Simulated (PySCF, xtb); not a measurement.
Cd(Cl)(SH) (CdClHS), SMILES [SH][Cd][Cl]. Other conformers were not sampled.

Harmonic wavenumbers (cm⁻¹) from xtb with GFN2-xTB at its own minimum, in rising order: 53, 164, 252, 287, 561, 2466.

Task: What does PBE0-D3(BJ)/def2-TZVP in PySCF give at its own minimum? (Estimate from the structure and the level; the computed values follow.)

Result: 85, 88, 319, 407, 665, 2705. Paired by order, the mean absolute difference is 106 cm⁻¹ and the zero-point energies are 5.4 and 6.1 kcal/mol.
